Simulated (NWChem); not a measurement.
Molecule: C$_{3}$H$_{4}$F$_{2}$O; SMILES CC(=O)C(F)F

```xyz
10

C      1.3359    -1.0992     0.0000
C     -0.1327    -0.8027     0.0000
O     -1.0067    -1.6302     0.0000
C     -0.5082     0.6847     0.0000
F      0.0210     1.2774     1.0915
F      0.0210     1.2774    -1.0915
H      1.4996    -2.1831     0.0000
H      1.8045    -0.6394    -0.8838
H      1.8045    -0.6394     0.8838
H     -1.6033     0.8125     0.0000
```
Atoms are numbered in this order, from 1.

Computed with NWChem. Pople sets run with spherical d functions. Geometry: optimised at PBE0/def2-SVP. Ions are spin-unrestricted doublets at the neutral geometry; other ion states weren't tried. Functional: LC-ωPBE (HJS hole) with 6-31G*; rows give the range parameter ω in 1/bohr.

**Question.** At which range parameter does −ε(HOMO) equal the ΔSCF ionisation energy (optimal tuning)?

**Answer.** about 0.40 per bohr, by linear interpolation in these runs:
| range parameter (1/bohr) | vertical ionisation energy, ΔSCF (eV) | −ε(HOMO) (eV) | ΔSCF minus −ε(HOMO) (eV) |
|---|---|---|---|
| 0.15 | 9.73 | 7.94 | 1.79 |
| 0.20 | 9.85 | 8.54 | 1.31 |
| 0.25 | 9.98 | 9.08 | 0.90 |
| 0.35 | 10.24 | 9.98 | 0.26 |
| 0.40 | 10.35 | 10.35 | 0.00 |
